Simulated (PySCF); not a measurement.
**Hg³⁺ (mercury, charge +3) across methods**

[Xe] 4f14 5d9, 2D determinant. All numbers are calculated (PySCF 2.14, scalar relativity through the core potential, in aug-cc-pVDZ-PP with ECP60MDF (5s5p4d2f, 54 functions)).

```csv
method,E (hartree),mean ε 5p β (eV),mean ε 5d α (eV),mean ε 5d β (eV),Σ⟨r²⟩ (bohr²),⟨S²⟩
wB97M-V,-151.0843,-107.05,-47.375,-46.559,29.35,0.751
UHF,-150.36393,-115.05,-49.975,-48.799,29.17,0.754
r2SCAN,-151.1983,-102.09,-43.306,-42.374,29.26,0.754
LDA,-150.8593,-100.39,-43.047,-42.251,29.63,0.751
PBE,-151.1574,-100.37,-42.883,-42.086,29.46,0.752
r2SCAN0,-151.1568,-105.50,-45.250,-44.277,29.23,0.753
TPSSh,-151.1040,-102.26,-43.634,-42.808,29.37,0.752
CAM-B3LYP,-151.0966,-105.69,-46.377,-45.547,29.45,0.751
PBE0,-151.1425,-104.35,-44.931,-44.055,29.34,0.752
```

Energies and moments cover only the electrons outside the core potential. Spin-orbit coupling, absent here, splits the open shell strongly.
